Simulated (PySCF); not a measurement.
CHF₂O₃S, SMILES O=S(=O)(O)[C](F)F, multiplicity 2. Coordinates come from a TPSSh-D3(BJ)/def2-SVP optimisation. The isomer is the one that the SMILES or the coordinates give; other isomers of the formula were not compared. One conformer was computed; it need not be the lowest.

Computed equilibrium geometry at TPSSh-D3(BJ)/def2-SVP (PySCF confirms it by a frequency run) as a Z-matrix (one conformer of several):
```
S
O 1 1.4464
O 1 1.4554 2 125.03
O 1 1.6413 2 106.74 3 127.33
H 4 0.9772 1 107.24 2 -153.22
C 1 1.8177 2 106.50 4 108.21
F 6 1.3149 1 115.26 2 -42.23
F 6 1.3209 7 112.08 1 132.81
```
Charge 0, spin multiplicity 2.
